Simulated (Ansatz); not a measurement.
(H2In-mu-AsH2)2 (In2As2H8). The state is a triplet with charge 0. Geometry PBE0-D4/def2-SVP, that of the neutral singlet; atoms count from 1.

Cartesian coordinates in Å:
```
In 1.723 -0.746 0.920
H 2.630 0.408 1.820
H 2.018 -2.424 0.663
As 0.936 0.387 -1.437
In -1.724 0.741 -0.923
H -2.626 -0.419 -1.821
H -2.025 2.418 -0.669
As -0.936 -0.384 1.438
H 1.245 -0.428 -2.670
H 1.682 1.643 -1.817
H -1.237 0.440 2.666
H -1.685 -1.635 1.829
```

In the def2 sets In takes a core potential; there is no spin–orbit coupling. At PBE0-D4/def2-TZVP a singlet of charge 0 lies 4.70 eV below the triplet at the same geometry.

Problem. Estimate the Mulliken populations from the PBE0/def2-TZVP orbitals of Ansatz.

Solution. 
```tsv
atom	charge (e)	spin (α − β)
In1	0.10	0.58
H2	-0.05	0.05
H3	-0.05	0.05
As4	-0.08	0.61
In5	0.10	0.58
H6	-0.05	0.05
H7	-0.05	0.05
As8	-0.33	0.05
H9	0.10	-0.01
H10	0.11	-0.01
H11	0.10	-0.01
H12	0.10	-0.01
```
Mulliken values and Mayer orders depend strongly on the basis.

Problem. Where does the spin sit?

Solution. Summed by element: In 1.16, H 0.18, As 0.66, of 2 unpaired in all. Largest on single atoms: As4 0.61, In5 0.58, In1 0.58.

Problem. And the Mayer bond orders between bonded heavy atoms (over 0.3)?

Solution. In1–As4 0.40 (2.73 Å); In1–As8 0.58 (2.73 Å); As4–In5 0.40 (2.73 Å); In5–As8 0.58 (2.73 Å). Values over 0.3 also appear between atoms too far apart for a bond (In1–In5 0.33 at 4.18 Å); they arise where an orbital or an unpaired electron spreads over both atoms.
